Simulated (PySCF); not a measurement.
Cartesian coordinates in Å; atom numbers follow the order of the lines, from 1:
```xyz
17

Si   -2.8996   -1.0398    0.0165
Si   -0.6281   -1.4744    0.3594
Si    0.6935    0.1838   -0.6242
Si    2.9501   -0.2203   -0.1737
Si    0.0716    2.2633    0.2441
H    -3.2524    0.2698    0.6278
H    -3.1883   -0.9759   -1.4414
H    -3.7494   -2.0976    0.6269
H    -0.3458   -1.4915    1.8229
H    -0.2736   -2.8107   -0.1974
H     0.4652    0.1805   -2.0990
H     3.3553   -1.5621   -0.6723
H     3.8139    0.8091   -0.8129
H     3.1641   -0.1735    1.2980
H     0.9362    3.3455   -0.2990
H    -1.3453    2.5698   -0.0905
H     0.2151    2.2364    1.7248
```

- coordinates at the PBE0-D3(BJ)/def2-TZVP level
- shieldings: GIAO B97-2/pcSseg-2
- code: PySCF 2.14
- equivalent nuclei averaged, relativity neglected, single conformer, gas phase

Referencing at the same level of theory: 1H (σref 31.64), 29Si (σref 348.46) against TMS.

| atoms | nucleus | count | δ (ppm) |
| --- | --- | --- | --- |
| Si4/Si5 | 29Si | 2 | -100.6 |
| H6/H7/H8 | 1H | 3 | 3.79 |
| H12/H13/H14/H15/H16/H17 | 1H | 6 | ? |
| Si3 | 29Si | 1 | -132.3 |
| H9/H10 | 1H | 2 | 3.70 |
| Si1 | 29Si | 1 | -104.5 |
| H11 | 1H | 1 | ? |
| Si2 | 29Si | 1 | -111.4 |

**Question.** Estimate the values marked ?.

**Answer.** 
- H12/H13/H14/H15/H16/H17: 3.84 ppm, hydrogen on a silicon bonded to Si
- H11: 3.33 ppm, hydrogen on a silicon bonded to 3 Si
